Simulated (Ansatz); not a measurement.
C₆H₁₄Te, charge +1, doublet, geometry from GFN2-xTB (a state made from the parent by changing its charge; the spin is typed, not shown lowest) (core potentials on Te); Ansatz (a quantum-chemistry and plane-wave program) with B3LYP/def2-SV(P).

Here is a job for Ansatz.
Ansatz 0.2 input:
```yaml
crystal:
  periodic: [false, false, false]
  atoms:
    - {symbol: C, position_ang: [1.83368911, 1.32590130, 1.25307864]}
    - {symbol: C, position_ang: [1.63826102, -0.13729760, 0.89190313]}
    - {symbol: C, position_ang: [2.89800623, -0.79551783, 0.36524781]}
    - {symbol: Te, position_ang: [0.02843086, -0.33011169, -0.62347410]}
    - {symbol: C, position_ang: [-1.65886453, 0.41205037, 0.61610390]}
    - {symbol: C, position_ang: [-2.11410528, 1.75179671, 0.06032313]}
    - {symbol: C, position_ang: [-2.75917779, -0.63483862, 0.58925430]}
    - {symbol: H, position_ang: [2.20561715, 1.89482901, 0.40329379]}
    - {symbol: H, position_ang: [2.57844765, 1.38400822, 2.04600777]}
    - {symbol: H, position_ang: [0.92030117, 1.78961560, 1.62285358]}
    - {symbol: H, position_ang: [1.24061892, -0.69106810, 1.75010566]}
    - {symbol: H, position_ang: [2.72693370, -1.83670276, 0.09350731]}
    - {symbol: H, position_ang: [3.65830295, -0.77437771, 1.14489820]}
    - {symbol: H, position_ang: [3.29452536, -0.26345767, -0.49849146]}
    - {symbol: H, position_ang: [-1.24936100, 0.52268408, 1.62430346]}
    - {symbol: H, position_ang: [-1.31290516, 2.48933749, 0.06504101]}
    - {symbol: H, position_ang: [-2.49795881, 1.65146913, -0.95372835]}
    - {symbol: H, position_ang: [-2.92266464, 2.12785041, 0.68686163]}
    - {symbol: H, position_ang: [-2.41812656, -1.59067962, 0.98394124]}
    - {symbol: H, position_ang: [-3.14720695, -0.78262373, -0.41776715]}
    - {symbol: H, position_ang: [-3.58178097, -0.28764253, 1.21436125]}
basis:
  gaussian:
    orbitals: def2-SV_P_.json
    symmetry_tolerance_ang: 0.01
hamiltonian:
  xc: b3lyp
total_charge: 1
magnetization: {spin_polarized: true, initial_magnetization: 1}
```
The basis file holds def2-SV(P) in the JSON format of the Basis Set Exchange.

What does Ansatz print? Leave out banner, timings and long lists.


```
Functional definition: B3LYP
1657 factors; integrals over basis functions are off by at most 7.6e-4 eV
mean field evaluation 1: about -13704.0058 eV, gradient 7.4e1 eV
mean field evaluation 2: about -13651.3028 eV, gradient 1.1e2 eV
mean field evaluation 4: about -13732.5003 eV, gradient 9.4e0 eV
mean field evaluation 8: about -13733.3212 eV, gradient 9.6e-1 eV
mean field evaluation 16: about -13733.3272 eV, gradient 2.0e-3 eV
mean field -13733.32720568 eV, -504.6904660253 hartree, gradient 5.6e-5 eV, S^2 0.753308; 0 other end points of the search recorded, 0 dependent functions left out
reference -13733.32754083 eV, -504.6904783418 hartree; 37, 36 occupied and 101, 102 virtual orbitals, 1657 factors
Total energy: -13733.32754083 eV, -504.6904783418 hartree
```
